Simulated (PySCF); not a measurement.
hydrogen sulfate (HO4S), SMILES O=S(=O)([O-])O, charge -1.

Geometry optimised at PBE-D3(BJ)/def2-SVPD. One conformer was computed; it need not be the lowest.

Method: PySCF with PBE-D3(BJ)/def2-SVPD.

Frequencies are harmonic and unscaled.

Computed normal modes with their intensities:
```json
[
 {"mode": "1", "ν (cm⁻¹)": "91", "IR (km/mol)": "58.7", "moving atoms (share of kinetic energy)": "H 84 %, O 16 %"},
 {"mode": "2", "ν (cm⁻¹)": "339", "IR (km/mol)": "3.4", "moving atoms (share of kinetic energy)": "O 91 %"},
 {"mode": "3", "ν (cm⁻¹)": "339", "IR (km/mol)": "4.4", "moving atoms (share of kinetic energy)": "O 87 %, H 12 %"},
 {"mode": "4", "ν (cm⁻¹)": "482", "IR (km/mol)": "8.1", "moving atoms (share of kinetic energy)": "O 90 %, S 9 %"},
 {"mode": "5", "ν (cm⁻¹)": "487", "IR (km/mol)": "18.1", "moving atoms (share of kinetic energy)": "O 81 %, S 14 %"},
 {"mode": "6", "ν (cm⁻¹)": "496", "IR (km/mol)": "25.1", "moving atoms (share of kinetic energy)": "O 80 %, S 20 %"},
 {"mode": "7", "ν (cm⁻¹)": "635", "IR (km/mol)": "248.0", "moving atoms (share of kinetic energy)": "S 52 %, O 47 %"},
 {"mode": "8", "ν (cm⁻¹)": "947", "IR (km/mol)": "61.3", "moving atoms (share of kinetic energy)": "O 87 %, S 11 %"},
 {"mode": "9", "ν (cm⁻¹)": "1037", "IR (km/mol)": "167.9", "moving atoms (share of kinetic energy)": "H 60 %, O 33 %"},
 {"mode": "10", "ν (cm⁻¹)": "1172", "IR (km/mol)": "337.8", "moving atoms (share of kinetic energy)": "O 55 %, S 45 %"},
 {"mode": "11", "ν (cm⁻¹)": "1187", "IR (km/mol)": "277.4", "moving atoms (share of kinetic energy)": "S 39 %, O 36 %, H 25 %"},
 {"mode": "12", "ν (cm⁻¹)": "3706", "IR (km/mol)": "33.6", "moving atoms (share of kinetic energy)": "H 94 %"}
]
```
